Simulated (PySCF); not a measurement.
C₆H₆O, SMILES C1=CC=CC=CO1.

Coordinates come from a PBE-D3(BJ)/def2-SVP optimisation.

All values below come from PBE0/def2-TZVP (PySCF).

Gas-phase values at a fixed geometry.

Computed frontier levels, gap, dipole moment and polarisability:
The highest occupied level is -6.16 eV. The lowest empty level comes out as -1.35 eV and the orbital gap comes out as 4.81 eV. The dipole moment is 0.268 e·Å. The quadrupole, principal values (traceless, Buckingham form, about the centre of nuclear charge) comes out as -9.18, 3.56, 5.62 D·Å and the mean static polarisability comes out as 72.5 bohr³ (10.75 Å³). The polarisability, principal values is 45.2, 86.0, 86.5 bohr³.
